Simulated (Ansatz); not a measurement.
Relaxation of BBrH2S (5 atoms, charge 0, multiplicity 1), to a largest force component of 0.015 eV/Å in at most 40 steps.

All numbers below come from RKS B3LYP-D4/def2-SVP (Ansatz 0.2.0).

```xyz
5
Properties=species:S:1:pos:R:3
S -1.328 0.472 0.146
B 0.430 0.035 0.314
Br 1.769 1.503 0.331
H -1.237 0.439 -1.273
H 0.771 -1.090 0.438
```

Question: Where does it end, and by what steps?

Answer: The forces met the threshold. After 10 steps the energy has fallen by 0.840 eV; H4 moved furthest, 0.75 Å.

```tsv
step	energy less start (eV)	largest force component (eV/Å)	accepted
0	0.0000	1.428	yes
1	-0.1160	0.633	yes
2	-0.1702	0.258	yes
3	-0.3237	1.070	yes
4	-0.4564	1.707	yes
5	-0.7066	0.900	yes
6	-0.8241	0.542	yes
7	-0.8336	0.488	yes
8	-0.8395	0.064	yes
9	-0.8395	0.037	yes
10	-0.8398	0.003	yes
```

```xyz
5
Properties=species:S:1:pos:R:3
S -1.247 -0.082 -0.297
B 0.434 -0.054 0.294
Br 1.666 1.380 -0.035
H -1.253 1.110 -0.943
H 0.805 -0.995 0.936
```

Whether the end is a true minimum wasn't checked by a vibrational analysis.

Run time: 10 s on 1 thread of AMD EPYC 9R45 96-Core Processor (Zen 5) (shared host), peak memory 0.17 GiB.
